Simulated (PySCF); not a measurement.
Iron: a sound run and one with changed settings

Sound run: Fe⁺ [Ar] 3d6 4s1, Fe²⁺ [Ar] 3d6. Computed with PySCF 2.14 in x2c-SVPall (5s3p3d1f, 36 functions), with scalar relativity by spin-free X2C-1e. In the sound run the correlated levels freeze [Ar]. The sound run starts from symmetry-adapted Hartree-Fock orbitals and uses a fine grid where one is needed.

Changed run: the non-relativistic Hamiltonian (point nucleus). This setting is unsound on purpose.

```csv
species,method,sound run (hartree),changed run (hartree),converged
Fe⁺,UHF,-1270.89440,-1259.45571,yes
Fe⁺,TPSS,-1272.13530,-1260.69713,yes
Fe⁺,M06-2X,-1272.10243,-1260.66465,yes
Fe⁺,MP2,-1270.97892,-1259.54016,yes
Fe²⁺,UHF,-1270.33356,-1258.90409,yes
Fe²⁺,TPSS,-1271.53251,-1260.10444,yes
Fe²⁺,M06-2X,-1271.51320,-1260.08542,yes
Fe²⁺,MP2,-1270.40814,-1258.97863,yes
```

Ionisation energy of Fe⁺:

| method | sound run (eV) | changed run (eV) |
| --- | --- | --- |
| UHF | 15.261 | 15.010 |
| TPSS | 16.403 | 16.128 |
| M06-2X | 16.034 | 15.762 |
| MP2 | 15.532 | 15.280 |
| SCS-MP2 | 15.428 | 15.177 |

Most of the change in total energy is the relativistic energy itself. On top of that the contraction fixes the core shape for the Hamiltonian it was made with, so the changed run is not a good calculation with the other Hamiltonian either.

For comparison, NIST gives 16.199 eV between the lowest levels.
